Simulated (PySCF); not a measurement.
Spinor energies of Mn+ (manganese, charge +1)

Start: [Ar] 3d4 4s2; 3d5/2 filled at m_j = -1/2, +1/2, +3/2, +5/2. Calculated with PySCF 2.14 in x2c-TZVPall-2c (6s7p4d1f, 54 functions): generalised Hartree-Fock with the X2C-1e Hamiltonian and a Gaussian nucleus; one run each with spin-orbit coupling (SO) switched off, then screened by Boettger's factors. This is a chosen level, not necessarily the ground level.

```csv
spinor shell,electrons,"ε, spin-free (eV)","ε, screened SO (eV)",weight of nominal j (screened SO),"rms radius, screened SO (bohr)"
1s1/2,2,-6614.1,-6614.0,1.000,0.0703
2s1/2,2,-819.99,-819.98,1.000,0.302
2p1/2,2,-693.43,-700.61,0.984,0.271
2p3/2,4,-693.43,-689.93,0.992,0.274
3s1/2,2,-120.99,-120.99,1.000,0.905
3p3/2,4,-82.562,-82.825,0.832,0.974
3p1/2,2,-82.562,-82.050,0.663,0.968
3d5/2,4,-31.672,-31.653,0.689,1.17
4s1/2,2,-15.751,-15.751,0.980,2.95
```

| quantity | spin-free | screened SO |
| --- | --- | --- |
| E (hartree) | -1156.87969 | -1156.89331 |
| M_J | 4 | 4 |
| ⟨J²⟩ | 20.247 | 20.300 |
| ⟨L²⟩ | 6.240 | 6.262 |
| ⟨S²⟩ | 6.006 | 5.998 |

The determinant has a definite M_J but mixes levels of different J.

Each row is a mean over spinors that exchange with the open shell spreads, by up to 14.290 eV (3p3/2).

Rows whose weight is well below 1 are mixtures of j = l ± 1/2: exchange outweighs spin-orbit coupling there, and the label is only the starting occupation.

Without spin-orbit coupling the j labels of p, d and f shells carry no meaning; the spin-free column gives the mean over the occupied spinors of each nl shell, and its ⟨J²⟩ belongs to a mixture of degenerate components.
